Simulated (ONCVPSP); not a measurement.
silicon: excitation energies, all-electron against ONCV

silicon, optimised norm-conserving Vanderbilt (ONCV), made with ONCVPSP 4.0.1 (PBE, scalar-relativistic). Core [He], reference 2s2 2p6 3s2 3p1.5 (charge +0.5). Waves: 2s+3s: rc 0.90 bohr, ncon 4, nbas 8, qcut 10.9 1/bohr, 2 projectors; 2p+3p: rc 1.15 bohr, ncon 3, nbas 7, qcut 12.6 1/bohr, 2 projectors; d scattering state at 0.1 Ha: rc 0.90 bohr, ncon 3, nbas 6, qcut 9.7 1/bohr, 2 projectors, debl 2.8 Ha. Local part: polynomial inside 0.70 bohr (lpopt 5, dvloc0 2 Ha). Core correction: Teter function fitted to the true core (icmod 2), fcfact 0.6.

Energies are relative to the spin-unpolarised reference configuration 2s2 2p6 3s2 3p1.5; without spin polarisation the order of configurations can differ from experiment.

```csv
valence configuration,charge,ΔE all-electron (eV),error AE − PS (meV)
2s2 2p6 3s2 3p2,0,-2.921,+0.1
2s2 2p6 3s2 3p1,+1,4.819,0.0
2s2 2p5 3s2 3p2,+1,107.124,+1072
```

What are ΔE and the potential's error for 2s2 2p6 3s2 3p0?

ΔE = 20.811 eV all-electron; the error (AE − PS) is +1.7 meV.
